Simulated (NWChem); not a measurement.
Molecule: C$_{4}$H$_{9}$O, doublet; SMILES CCCC[O]

```xyz
14

C     -0.1968    -2.3526     0.1701
C     -0.3582    -0.9198    -0.3350
C      0.7060     0.0444     0.1949
C      0.4337     1.5017    -0.2025
O     -0.7510     2.0244     0.1656
H      0.7836    -2.7811    -0.1269
H     -0.2524    -2.3969     1.2780
H     -0.9870    -3.0190    -0.2306
H     -1.3519    -0.5162    -0.0436
H     -0.3404    -0.9074    -1.4483
H      0.7379    -0.0080     1.3060
H      1.7189    -0.2474    -0.1616
H      1.2833     2.1872     0.0920
H      0.4776     1.6057    -1.3331
```
Atoms are numbered in this order, from 1.

Level: PBE-D3(BJ)/def2-SVP, spin-unrestricted (NWChem), optimised geometry, unscaled harmonic frequencies. 

```json
[
 {"frequency (cm⁻¹)": "99", "IR intensity (km/mol)": "1.1"},
 {"frequency (cm⁻¹)": "135", "IR intensity (km/mol)": "4.8"},
 {"frequency (cm⁻¹)": "229", "IR intensity (km/mol)": "1.4"},
 {"frequency (cm⁻¹)": "251", "IR intensity (km/mol)": "0.0"},
 {"frequency (cm⁻¹)": "339", "IR intensity (km/mol)": "0.5"},
 {"frequency (cm⁻¹)": "427", "IR intensity (km/mol)": "38.7"},
 {"frequency (cm⁻¹)": "534", "IR intensity (km/mol)": "6.1"},
 {"frequency (cm⁻¹)": "737", "IR intensity (km/mol)": "3.4"},
 {"frequency (cm⁻¹)": "834", "IR intensity (km/mol)": "3.5"},
 {"frequency (cm⁻¹)": "846", "IR intensity (km/mol)": "3.5"},
 {"frequency (cm⁻¹)": "935", "IR intensity (km/mol)": "2.8"},
 {"frequency (cm⁻¹)": "975", "IR intensity (km/mol)": "1.2"},
 {"frequency (cm⁻¹)": "1047", "IR intensity (km/mol)": "1.1"},
 {"frequency (cm⁻¹)": "1082", "IR intensity (km/mol)": "0.7"},
 {"frequency (cm⁻¹)": "1096", "IR intensity (km/mol)": "14.7"},
 {"frequency (cm⁻¹)": "1140", "IR intensity (km/mol)": "2.3"},
 {"frequency (cm⁻¹)": "1206", "IR intensity (km/mol)": "2.6"},
 {"frequency (cm⁻¹)": "1233", "IR intensity (km/mol)": "22.6"},
 {"frequency (cm⁻¹)": "1246", "IR intensity (km/mol)": "1.6"},
 {"frequency (cm⁻¹)": "1271", "IR intensity (km/mol)": "2.6"},
 {"frequency (cm⁻¹)": "1306", "IR intensity (km/mol)": "15.3"},
 {"frequency (cm⁻¹)": "1342", "IR intensity (km/mol)": "4.0"},
 {"frequency (cm⁻¹)": "1353", "IR intensity (km/mol)": "2.4"},
 {"frequency (cm⁻¹)": "1403", "IR intensity (km/mol)": "1.2"},
 {"frequency (cm⁻¹)": "1418", "IR intensity (km/mol)": "0.7"},
 {"frequency (cm⁻¹)": "1421", "IR intensity (km/mol)": "7.1"},
 {"frequency (cm⁻¹)": "1432", "IR intensity (km/mol)": "4.9"},
 {"frequency (cm⁻¹)": "2723", "IR intensity (km/mol)": "17.8"},
 {"frequency (cm⁻¹)": "2778", "IR intensity (km/mol)": "34.4"},
 {"frequency (cm⁻¹)": "2954", "IR intensity (km/mol)": "7.2"},
 {"frequency (cm⁻¹)": "2960", "IR intensity (km/mol)": "31.9"},
 {"frequency (cm⁻¹)": "2965", "IR intensity (km/mol)": "37.3"},
 {"frequency (cm⁻¹)": "3000", "IR intensity (km/mol)": "2.3"},
 {"frequency (cm⁻¹)": "3018", "IR intensity (km/mol)": "21.3"},
 {"frequency (cm⁻¹)": "3049", "IR intensity (km/mol)": "35.2"},
 {"frequency (cm⁻¹)": "3059", "IR intensity (km/mol)": "24.5"}
]
```

The zero-point energy is 74.1 kcal/mol and the thermal correction to the enthalpy at 298.15 K (with zero-point energy) comes out as 78.8 kcal/mol. The heat capacity Cv is 23.0 cal/(mol K) and the entropy at 298.15 K and 1 atm (symmetry number 1, electronic part: spin degeneracy alone) is 80.1 cal/(mol K). The dipole moment is 1.91 D.

Rigid rotor and harmonic oscillator; modes under 100 cm⁻¹ make the entropy uncertain.
